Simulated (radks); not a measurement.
The numbers below are computed, except where a source is named.
Problem. Radial electron density D(r) = 4 pi r^2 rho(r) of an atom or ion with 1 electrons. Code: a radial shooting solver on a logarithmic mesh with Libxc functionals. Model: Dirac Kohn-Sham, exchange-only PBE, spin-unpolarised, spherical densities, finite nucleus; Fermi nuclear charge, rms radius of each element as measured or else 0.836 A^(1/3) + 0.57 fm.

r (bohr),D(r) (e/bohr)
0.01321,0.1982
0.01419,0.2257
0.01537,0.2604
0.01652,0.2959
0.0179,0.3405
0.01923,0.3858
0.02083,0.4426
0.02239,0.5000
0.02426,0.5714
0.02607,0.6431
0.02824,0.7319
0.03035,0.8203
0.03287,0.9288
0.03533,1.036
0.03796,1.153
0.04113,1.294
0.0442,1.430
0.04788,1.594
0.05145,1.750
0.05574,1.933
0.0599,2.105
0.06489,2.303
0.06973,2.484
0.07554,2.686
0.08118,2.865
0.08794,3.058
0.0945,3.220
0.1024,3.384
0.11,3.511
0.1192,3.623
0.1281,3.695
0.1387,3.735
0.1491,3.732
0.1615,3.683
0.1736,3.595
0.1865,3.466
0.2021,3.277
0.2172,3.069
0.2352,2.803
0.2528,2.538
0.2739,2.226
0.2943,1.939
0.3188,1.623
0.3426,1.351
0.3712,1.071
0.3989,0.8459
0.4321,0.6298
0.4643,0.4678
0.503,0.3236
0.5406,0.2238
0.5856,0.1421
0.6293,0.09039
0.6817,0.05191
0.7326,0.02997
0.7936,0.01532
0.8529,0.007899

What is the nuclear charge?

Solution. Z = 7. The innermost maximum, from 1s, lies near gamma/Z bohr with gamma = sqrt(1 - (Z/c)^2) = 0.999, here 0.143 bohr (found: 0.143), and its height grows with Z. The density is that of the nitrogen ion N6+ in 1s1; the configuration itself is not fixed sharply by these data. D(r) has 1 maximum, at r = 0.143 bohr.
